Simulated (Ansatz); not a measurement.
CHF₃, charge +1, doublet, at a GFN2-xTB geometry (a state made from the parent by changing its charge; the spin is typed, not shown lowest); MP2/def2-SV(P) (Ansatz, a first-principles code).

Input for Ansatz:
Ansatz 0.2 input:
```yaml
crystal:
  periodic: [false, false, false]
  atoms:
    - {symbol: F, position_ang: [1.12450200, -0.56753415, -0.06226815]}
    - {symbol: C, position_ang: [0.00338271, 0.02371929, 0.22782903]}
    - {symbol: F, position_ang: [-1.04777646, -0.70170085, -0.01604693]}
    - {symbol: F, position_ang: [-0.08133632, 1.23690470, -0.23222457]}
    - {symbol: H, position_ang: [0.02120063, 0.14865693, 1.42788267]}
basis:
  gaussian:
    orbitals: def2-SV_P_.json
total_charge: 1
magnetization: {spin_polarized: true, initial_magnetization: 1}
correlation: {method: mp2}
```
The basis file holds def2-SV(P) in the JSON format of the Basis Set Exchange.

The log (banner, timings and long lists left out):

```
Functional definition: HF
569 factors; integrals over basis functions are off by at most 1.0e-3 eV
mean field evaluation 1: about -9137.6312 eV, gradient 3.7e1 eV
mean field evaluation 2: about -9137.7233 eV, gradient 3.7e1 eV
mean field evaluation 4: about -9142.4890 eV, gradient 2.4e0 eV
mean field evaluation 8: about -9142.5580 eV, gradient 2.1e-1 eV
mean field evaluation 16: about -9137.0049 eV, gradient 2.5e1 eV
mean field -9142.55885392 eV, -335.9828408326 hartree, gradient 1.9e-6 eV, S^2 0.765406; 1 other end points of the search recorded, 0 dependent functions left out
4 core orbitals not correlated
reference -9142.55885392 eV, -335.9828408326 hartree; 13, 12 occupied and 41, 42 virtual orbitals, 569 factors
second order -18.71469229 eV of doubles, -0.00000000 eV of singles
Total energy: -9161.27354621 eV, -336.6705930890 hartree
```
